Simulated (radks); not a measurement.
Species: neutral rubidium. Configuration: [Ar] 3d10 4s1.5 4p6 5s1 6s0.5 (fractional occupations, a model configuration). Method: Dirac Kohn-Sham, PW91, spin-unpolarised, spherical densities, point nucleus; computed with a radial shooting solver on a logarithmic mesh with Libxc functionals. Some entries of the table are withheld. Estimate them.

orbital,occ.,eigenvalue (eV),<1/r> (bohr^-1)
1s1/2,2,-15036.20,37.88
2s1/2,2,-2013.175,8.503
2p1/2,2,-1826.699,(1)
2p3/2,4,-1765.879,(2)
3s1/2,2,-303.4275,2.824
3p1/2,2,(3),2.712
3p3/2,4,(4),2.637
3d3/2,4,-110.4937,2.403
3d5/2,6,-108.9408,2.384
4s1/2,1.5,-36.5155,0.9342
4p1/2,2,-20.8487,0.8020
4p3/2,4,-19.9132,0.7829
5s1/2,1,-3.8248,0.2827
5p1/2,0,-1.7590,0.2029
5p3/2,0,-1.7043,0.1984
6s1/2,0.5,(5),(6)

Answer. 
(1) 2p1/2 <1/r> (bohr^-1): 8.474
(2) 2p3/2 <1/r> (bohr^-1): 8.162
(3) 3p1/2 eigenvalue (eV): -236.6101
(4) 3p3/2 eigenvalue (eV): -227.4678
(5) 6s1/2 eigenvalue (eV): -0.8224
(6) 6s1/2 <1/r> (bohr^-1): 0.09681
